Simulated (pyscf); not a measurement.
## H₂N–SiH₂–NH₂, singlet

Gas-phase minimum from PySCF at ωB97X-D3(BJ)/def2-SVP, one conformer. 

```
Si
N 1 1.7266
H 2 1.0133 1 120.89
H 2 1.0140 3 112.04 1 -154.04
N 1 1.7266 2 108.48 3 151.40
H 5 1.0133 1 120.87 2 151.43
H 5 1.0140 6 112.04 1 -153.97
H 1 1.4987 2 117.34 3 -91.74
H 1 1.4987 8 107.09 5 124.67
```
Charge 0, spin multiplicity 1.

Properties at ωB97X-D3(BJ)/def2-SVP:

Harmonic wavenumbers, unscaled: 206, 250, 322, 343, 423, 607, 688, 824, 824, 890, 901, 1003, 1009, 1544, 1548, 2198, 2221, 3628, 3628, 3729, 3729 cm⁻¹
Zero-point energy: 43.6 kcal/mol
Rotational symmetry number: 2
Entropy of this conformer at 298 K and 1 atm, rigid rotor and harmonic oscillator, modes under 100 cm⁻¹ raised to 100: 290.1 J/(mol K)
Dipole moment: 0.81 D

Single-point totals, which compare only within one level (frozen core for MP2 and CC):

```tsv
level	total energy (hartree)
ωB97X-D3(BJ)/def2-TZVP	-402.78925
PBE/def2-TZVP	-402.42611
r²SCAN/def2-TZVP	-402.62962
B3LYP-D3(BJ)/def2-TZVP	-402.75869
PBE0-D3(BJ)/def2-TZVP	-402.47056
M06-2X/def2-TZVP	-402.64858
ωB97M-D3(BJ)/def2-TZVP	-402.79156
HF/def2-TZVPP	-401.44890
MP2/def2-TZVPP	-402.01140
CCSD/def2-TZVPP	-402.04346
CCSD(T)/def2-TZVPP	-402.06448
```

The CCSD(T) − MP2 part came from Ansatz, without density fitting, on the same reference.
